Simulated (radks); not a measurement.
Question: Excited configurations of K II: one electron is placed in a higher orbital outside [Ne] 3s2 3p5. The ground configuration is [Ar]. Calculated with a radial shooting solver on a logarithmic mesh with Libxc functionals: non-relativistic Kohn-Sham, PBE, spin-polarised, spherical densities, point nucleus; open shells are filled with parallel spins first. Excitation = E - E(ground); binding = E(ion) - E, where the ion is the core of charge +2; n* = 2/sqrt(2 binding) in atomic units, and the quantum defect is n - n*.

outer orbital  excitation (eV)  binding (eV)     n*  quantum defect  eigenvalue (eV)  <r> (bohr)
4s                      20.079        11.560  2.170           1.830           -8.969       3.728
4p                      22.924         8.715  2.499           1.501           -6.654       4.482
4d                      26.350         5.290  3.208           0.792           -3.972       6.578
4f                      28.042         3.598  3.889           0.111           -2.612       8.570
5s                      25.950         5.690  3.093           1.907           -4.547       7.564
5p                      26.957         4.683  3.409           1.591           -3.697       8.762
5d                      28.414         3.225  4.108           0.892           -2.523       11.89
5f                      29.217         2.422  4.740           0.260           -1.874       14.67
6s                      28.261         3.379  4.013           1.987           -2.749       12.74
7d                      30.065         1.575  5.879           1.121           -1.289       26.33
7f                      30.340         1.300  6.470           0.530           -1.057       30.76

Estimate the row for 3d.

Answer: excitation (eV) 20.890; binding (eV) 10.750; n* 2.250; quantum defect 0.750; eigenvalue (eV) -6.184; <r> (bohr) 2.390. The Delta-SCF ionisation energy is 31.639 eV (NIST Atomic Spectra Database: 31.625 eV, measured). Self-interaction in the functional shifts the binding energies and quantum defects, so they are the method's values and not measured ones. Open shells are spherical and high-spin; term and fine-structure splittings are not resolved.
